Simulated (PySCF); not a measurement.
Al(All)(OH)2 (C3H7AlO2), SMILES C=C[CH2][Al]([OH])[OH].

Coordinates come from a B3LYP-D3(BJ)/def2-SVP optimisation. Other conformers were not sampled.

Two levels are set side by side: TDA-PBE/def2-SVPD (PySCF) and TDA-M06-2X/def2-SVPD (PySCF). Vertical, same geometry. The lowest singlet is HOMO→LUMO 84 %, HOMO→LUMO+1 14 % with PBE and HOMO→LUMO 91 % with the other functional; states are paired by order. Differences are taken from unrounded values.

```json
[
 {"quantity": "lowest singlet excitation (eV)", "TDA-M06-2X": "5.69"},
 {"quantity": "lowest triplet excitation (TDA) (eV)", "TDA-M06-2X": "4.38"},
 {"quantity": "first bright state (f over 0.05) (eV)", "TDA-M06-2X": "5.69"},
 {"quantity": "its oscillator strength", "TDA-M06-2X": "0.05"}
]
```

Q: What does TDA-PBE give, and how far is it from TDA-M06-2X? (Estimate from the structure and the level; the computed values follow.)

A: 
| quantity | TDA-PBE | TDA-PBE minus TDA-M06-2X |
|---|---|---|
| lowest singlet excitation (eV) | 4.69 | -1.00 |
| lowest triplet excitation (TDA) (eV) | 4.02 | -0.36 |
| first bright state (f over 0.05) (eV) | 6.26 | 0.57 |
| its oscillator strength | 0.14 | 0.09 |

A lower first singlet is the usual sign of a functional without exact exchange. Differences between two approximate levels are no errors against the true value.

Rough cost on one machine, each run with all the roots and properties that it gave: TDA-M06-2X against TDA-PBE about 9 times.
